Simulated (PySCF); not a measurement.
# Computed properties of C2H5NOSi, SMILES N#CC[SiH2]O

C2H5NOSi, SMILES N#CC[SiH2]O. Geometry optimised at B3LYP-D3(BJ)/def2-SVP. This is a generated structure with no PubChem entry under its InChIKey; it may be hypothetical. The values are those of a single conformer. All values are computed for the isolated molecule unless a solvent is named; none is compared with measurement here.

**Structure.** The optimised structure has Cs symmetry. All 24 harmonic modes at B3LYP-D3(BJ)/def2-SVP (PySCF) are real, so it is a minimum. With heavy atoms numbered as in [N:1]#[C:2][CH2:3][SiH2:4][OH:5], the shortest bond between them is N1–C2 at 1.160 Å and the longest C3–Si4 at 1.899 Å.

**Vibrations.** The strongest infrared lines (harmonic, unscaled, degenerate partners summed) lie at 945 cm⁻¹ (220 km/mol, H 68 %, Si 20 %, O 10 %), 783 cm⁻¹ (170 km/mol, H 68 %, C 14 %, O 10 %), 2231 cm⁻¹ (152 km/mol, H 96 %). The softest mode is at 64 cm⁻¹ and the zero-point energy is 42.0 kcal/mol.

**Electronic structure.** HF/def2-TZVP (PySCF) places the frontier levels at -11.86 and 2.63 eV, a gap of 14.49 eV, and gives a dipole moment of 4.78 D and a mean polarisability of 51.0 bohr³. PBE/def2-TZVP (PySCF) at the same geometry gives -7.56 and -1.16 eV, so its gap is 8.09 eV narrower. An orbital gap is neither the optical nor the fundamental gap.

**Excitations.** TDA-PBE0/def2-SVPD (PySCF) has S1 at 7.27 eV (170 nm, f = 0.002, dark); the most intense of the 10 singlets computed lies at 7.97 eV (f = 0.04). T1 (TDA) is at 6.13 eV, 1.14 eV under S1. TDA-PBE/def2-SVPD (PySCF) puts S1 at 6.47 eV. No vertical singlet excitation falls in the visible range (under 3.1 eV).

**NMR.** GIAO shifts at KT2/pcSseg-1 (PySCF) (non-relativistic, atoms alike by connectivity averaged): ¹³C from 5.0 to 107.8 ppm against TMS; ¹H from 0.9 to 5.5 ppm against TMS; ²⁹Si at -11.8 ppm against TMS.

**Solvation.** SMD-ωB97X/6-31G* (PySCF) gives -7.2 kcal/mol in water, -9.1 kcal/mol in 2-propanol, -3.5 kcal/mol in n-hexane (1 M in both phases, gas-phase geometry); of these solvents 2-propanol holds the molecule best.
